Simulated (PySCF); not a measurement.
2-fluoropenta-1,4-diene (C5H7F), SMILES C=CCC(=C)F.

The structure is a stationary point at PBE0-D3(BJ)/def2-SVP. Other conformers were not sampled.

Vertical ionisation energy (IE) and electron affinity (EA) in eV. Rows of orbital energies are one-electron estimates. Where ΔSCF, EOM or ADC give a negative EA the extra electron is unbound and the value depends on the basis.

```csv
level,IE,EA
"−ε(HOMO), −ε(LUMO), HF/def2-TZVP (PySCF)",9.96,-3.58
"−ε(HOMO), −ε(LUMO), PBE/def2-TZVP (PySCF)",(withheld),(withheld)
```

Fill in the missing entries. (An estimate is asked for; the answer gives what the named calculation found.)


- −ε(HOMO), −ε(LUMO), PBE/def2-TZVP (PySCF), IE: 6.16
- −ε(HOMO), −ε(LUMO), PBE/def2-TZVP (PySCF), EA: 1.17
